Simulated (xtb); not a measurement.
C6H12O3 (SMILES CC(C)C(=O)OCCO), singlet, at a GFN2-xTB geometry; GFN1-xTB (xtb).

Here is a job for xtb.
```
$ xtb mol.xyz --gfn 1 --ohess --json

# file mol.xyz
21

C     -2.71831396    -0.22341919    -0.41558601
C     -1.65727531     0.77938284     0.03311490
C     -2.16185009     1.62501281     1.20512500
C     -0.42085978     0.03334312     0.49577027
O     -0.41322364    -0.88154569     1.27443671
O      0.68590390     0.54839227    -0.06062607
C      1.93508799    -0.04462104     0.29941002
C      2.28929364    -1.16827425    -0.67723367
O      2.54735378    -0.68445114    -1.96915138
H     -2.37867025    -0.78314069    -1.28424188
H     -3.63836792     0.29463573    -0.67401725
H     -2.92183834    -0.92546762     0.38921681
H     -1.37377977     1.43356824    -0.79594479
H     -2.38650144     0.98329029     2.05377804
H     -3.06554193     2.15696284     0.91793921
H     -1.41098636     2.35210438     1.50623167
H      1.86834834    -0.43967602     1.31705996
H      2.67365784     0.75722315     0.24254930
H      1.46945990    -1.90104635    -0.68826013
H      3.20312482    -1.66536177    -0.34679085
H      1.80432803    -0.13080157    -2.23839709
```

What the program printed (banner, timings and long lists left out):

```
   ID    Z sym.   atoms
    1    6 C      1-4, 7, 8
    2    8 O      5, 6, 9
    3    1 H      10-21

           -------------------------------------------------
          |                Calculation Setup                |
           -------------------------------------------------

           -------------------------------------------------
          |                 G F N 1 - x T B                 |
           -------------------------------------------------

          ...................................................
          :                      SETUP                      :
          :.................................................:
          :  # basis functions                  60          :
          :  # atomic orbitals                  60          :
          :  # shells                           42          :
          :  # electrons                        54          :
          :  # halogen bonds                     0          :
          :  max. iterations                   250          :
          :  Hamiltonian                  GFN1-xTB          :
          :  restarted?                      false          :
          :  GBSA solvation                  false          :
          :  PC potential                    false          :
          :  electronic temp.          300.0000000     K    :
          :  accuracy                    1.0000000          :
          :  -> integral cutoff          0.2500000E+02      :
          :  -> integral neglect         0.1000000E-07      :
          :  -> SCF convergence          0.1000000E-05 Eh   :
          :  -> wf. convergence          0.2000000E-04 e    :
          :  Broyden damping             0.4000000          :
          :  net charge                          0          :
          :  unpaired electrons                  0          :
          ...................................................

 iter      E             dE          RMSdq      gap      omega  full diag
   1    -33.4533985 -0.334534E+02  0.773E+00    6.57       0.0  T
   2    -33.5936310 -0.140233E+00  0.461E+00    5.17       1.0  T
   3    -33.5898469  0.378418E-02  0.154E+00    5.71       1.0  T
   4    -33.6009062 -0.110593E-01  0.170E-01    5.30       1.0  T
   5    -33.6013046 -0.398445E-03  0.375E-02    5.39       1.0  T
   6    -33.6013224 -0.177343E-04  0.561E-03    5.38       3.9  T
   7    -33.6013230 -0.614993E-06  0.123E-03    5.38      17.7  T
   8    -33.6013230 -0.125256E-07  0.225E-04    5.38      97.1  T
   9    -33.6013230 -0.344905E-09  0.619E-05    5.38     352.4  T
  10    -33.6013230 -0.122498E-10  0.241E-05    5.38     905.8  T

   *** convergence criteria satisfied after 10 iterations ***

         :::::::::::::::::::::::::::::::::::::::::::::::::::::
         ::                     SUMMARY                     ::
         :::::::::::::::::::::::::::::::::::::::::::::::::::::
         :: total energy             -33.287447381664 Eh    ::
         :: gradient norm              0.012189122752 Eh/a0 ::
         :: HOMO-LUMO gap              5.383309043792 eV    ::
         ::.................................................::
         :: SCC energy               -33.601322984061 Eh    ::
         :: -> electrostatic           0.129607622545 Eh    ::
         :: repulsion energy           0.322060910200 Eh    ::
         :: dispersion energy         -0.008185307802 Eh    ::
         :: halogen bond corr.         0.000000000000 Eh    ::
         :: add. restraining           0.000000000000 Eh    ::
         :: total charge               0.000000000000 e     ::
         :::::::::::::::::::::::::::::::::::::::::::::::::::::

      -----------------------------------------------------------
     |                   =====================                   |
     |                        A N C O P T                        |
     |                   =====================                   |
     |               Approximate Normal Coordinate               |
     |                Rational Function Optimizer                |
      -----------------------------------------------------------
      -----------------------------------------------------------
     |                   =====================                   |
     |                        A N C O P T                        |
     |                   =====================                   |
     |               Approximate Normal Coordinate               |
     |                Rational Function Optimizer                |
      -----------------------------------------------------------

          ...................................................
          :                      SETUP                      :
          :.................................................:
          :   optimization level            normal          :
          :   max. optcycles                   200          :
          :   ANC micro-cycles                  20          :
          :   degrees of freedom                57          :
          :.................................................:
          :   RF solver                   davidson          :
          :   write xtbopt.log                true          :
          :   linear?                        false          :
          :   energy convergence         0.5000000E-05 Eh   :
          :   grad. convergence          0.1000000E-02 Eh/α :
          :   maxmium RF displ.          1.0000000          :
          :   Hlow (freq-cutoff)         0.1000000E-01      :
          :   Hmax (freq-cutoff)         5.0000000          :
          :   S6 in model hess.         20.0000000          :
          ...................................................

generating ANC from exact Hessian ...
Using Lindh-Hessian (1995)
 Shifting diagonal of input Hessian by    8.8808416837807876E-003
 Lowest  eigenvalues of input Hessian
    0.000000    0.000000    0.000000    0.000000    0.000000    0.000000
[...]
 * total energy  :   -33.2883340 Eh     change       -0.1676999E-04 Eh
 * total energy  :   -33.2883483 Eh     change       -0.1426480E-04 Eh
 * total energy  :   -33.2883391 Eh     change        0.9153979E-05 Eh
 * total energy  :   -33.2883551 Eh     change       -0.1594915E-04 Eh
 * total energy  :   -33.2883633 Eh     change       -0.8196579E-05 Eh
 * total energy  :   -33.2883695 Eh     change       -0.6186141E-05 Eh
 * total energy  :   -33.2883794 Eh     change       -0.9914879E-05 Eh
 * total energy  :   -33.2883888 Eh     change       -0.9469477E-05 Eh
 * total energy  :   -33.2883956 Eh     change       -0.6806919E-05 Eh
 * total energy  :   -33.2883949 Eh     change        0.7850658E-06 Eh
 * total energy  :   -33.2884015 Eh     change       -0.6650772E-05 Eh
 * total energy  :   -33.2884064 Eh     change       -0.4863936E-05 Eh
   *** GEOMETRY OPTIMIZATION CONVERGED AFTER 20 ITERATIONS ***
         :: total energy             -33.288406375467 Eh    ::
[...]
  49:  1.53  50:  1.56  51: 13.40  52:  1.65  53:  1.58  54:  1.79  55:  1.85  56:  1.27
  57:  1.27  58:  1.95  59:  2.00  60:  2.00  61:  1.99  62:  2.00  63:  1.87
 IR intensities (km·mol⁻¹)
   1:  0.01   2:  0.23   3:  0.51   4:  0.72   5:  0.19   6:  0.42   7:  0.22   8:  1.98
   9:  6.67  10:  2.50  11:  0.08  12:  2.35  13:  2.48  14:  8.14  15: 35.44  16:  9.57
  17:152.83  18: 73.21  19: 12.87  20:  4.59  21:  6.39  22: 67.17  23: 49.54  24: 10.63
  25: 11.43  26: 11.20  27: 18.82  28:  1.74  29: 19.88  30: 82.41  31: 53.95  32: 18.93
  33:204.85  34:  3.10  35: 25.17  36:245.13  37: 42.87  38: 22.42  39: 25.85  40: 61.84
  41: 27.38  42: 37.27  43: 18.77  44: 16.48  45:  9.23  46:  3.71  47:  1.75  48:  6.27
  49: 15.37  50: 22.40  51:435.64  52: 20.17  53: 11.82  54: 12.68  55: 23.06  56: 11.35
  57:  9.11  58: 13.26  59:  8.33  60: 11.15  61: 16.77  62: 14.05  63: 43.55
 Raman intensities (Ä⁴*amu⁻¹)
   1:  0.00   2:  0.00   3:  0.00   4:  0.00   5:  0.00   6:  0.00   7:  0.00   8:  0.00
   9:  0.00  10:  0.00  11:  0.00  12:  0.00  13:  0.00  14:  0.00  15:  0.00  16:  0.00
  17:  0.00  18:  0.00  19:  0.00  20:  0.00  21:  0.00  22:  0.00  23:  0.00  24:  0.00
  25:  0.00  26:  0.00  27:  0.00  28:  0.00  29:  0.00  30:  0.00  31:  0.00  32:  0.00
  33:  0.00  34:  0.00  35:  0.00  36:  0.00  37:  0.00  38:  0.00  39:  0.00  40:  0.00
  41:  0.00  42:  0.00  43:  0.00  44:  0.00  45:  0.00  46:  0.00  47:  0.00  48:  0.00
Molecule has no symmetry elements
It seems to be the C1 point group
  49:  0.00  50:  0.00  51:  0.00  52:  0.00  53:  0.00  54:  0.00  55:  0.00  56:  0.00
  57:  0.00  58:  0.00  59:  0.00  60:  0.00  61:  0.00  62:  0.00  63:  0.00
 output can be read by thermo (or use thermo option).
 writing <g98.out> molden fake output.
 recommended (thermochemical) frequency scaling factor: 1.0
           -------------------------------------------------
          |             Thermodynamic Functions             |
           -------------------------------------------------

c1  symmetry found (for desy threshold:  0.10E+00) used in thermo
 inverting freq            1   18.030625633119008

          ...................................................
          :                      SETUP                      :
          :.................................................:
          :  # frequencies                          57      :
          :  # imaginary freq.                       0      :
          :  linear?                             false      :
          :  only rotor calc.                    false      :
          :  symmetry                               c1      :
          :  rotational number                       1      :
          :  scaling factor                  1.0000000      :
          :  rotor cutoff                   50.0000000 cm⁻¹ :
          :  imag. cutoff                  -20.0000000 cm⁻¹ :
          :.................................................:

    mode    ω/cm⁻¹     T·S(HO)/kcal·mol⁻¹    T·S(FR)/kcal·mol⁻¹   T·S(vib)
   ------------------------------------------------------------------------
       1     18.03    -2.03936 (  1.66%)    -1.35810 ( 98.34%)    -1.36943
       2     57.27    -1.35630 ( 63.25%)    -1.01614 ( 36.75%)    -1.23130
       3     64.34    -1.28784 ( 73.28%)    -0.98168 ( 26.72%)    -1.20602
       4    124.50    -0.90317 ( 97.46%)    -0.78620 (  2.54%)    -0.90021
       5    174.36    -0.71197 ( 99.33%)    -0.68645 (  0.67%)    -0.71180
       6    180.08    -0.69397 ( 99.41%)    -0.67689 (  0.59%)    -0.69387
       7    207.51    -0.61581 ( 99.66%)    -0.63489 (  0.34%)    -0.61587
       8    215.46    -0.59538 ( 99.71%)    -0.62376 (  0.29%)    -0.59546
       9    283.45    -0.45102 ( 99.90%)    -0.54252 (  0.10%)    -0.45111
   ------------------------------------------------------------------------

   temp. (K)  partition function   enthalpy   heat capacity  entropy
                                   cal/mol     cal/K/mol   cal/K/mol   J/K/mol
 298.15  VIB  0.120E+05             5260.622     30.956     33.358
         ROT  0.585E+06              888.752      2.981     29.372
         INT  0.702E+10             6149.374     33.937     62.730
         TR   0.147E+28             1481.254      4.968     40.531
         TOT                        7630.6284    38.9051   103.2610   432.0440

       T/K    H(0)-H(T)+PV         H(T)/Eh          T*S/Eh         G(T)/Eh
   ------------------------------------------------------------------------
    298.15    0.121602E-01    0.188738E+00    0.490626E-01    0.139675E+00
   ------------------------------------------------------------------------

         :::::::::::::::::::::::::::::::::::::::::::::::::::::
         ::                  THERMODYNAMIC                  ::
         :::::::::::::::::::::::::::::::::::::::::::::::::::::
         :: total free energy         -33.148731032910 Eh   ::
         ::.................................................::
         :: total energy              -33.288406375467 Eh   ::
         :: zero point energy           0.176577797334 Eh   ::
         :: G(RRHO) w/o ZPVE           -0.036902454777 Eh   ::
         :: G(RRHO) contrib.            0.139675342557 Eh   ::
         :::::::::::::::::::::::::::::::::::::::::::::::::::::
imag cut-off (cm-1) :    5.00
 found            1  significant imaginary frequency
 writing imag mode distorted coords to xtbhess.xyz
 for further optimization.

optimized geometry written to: xtbopt.xyz

           -------------------------------------------------
          | TOTAL ENERGY              -33.288406375467 Eh   |
          | TOTAL ENTHALPY            -33.099668397754 Eh   |
          | TOTAL FREE ENERGY         -33.148731032910 Eh   |
          | GRADIENT NORM               0.000586250608 Eh/α |
          | HOMO-LUMO GAP               5.314755334203 eV   |
           -------------------------------------------------

normal termination of xtb
```
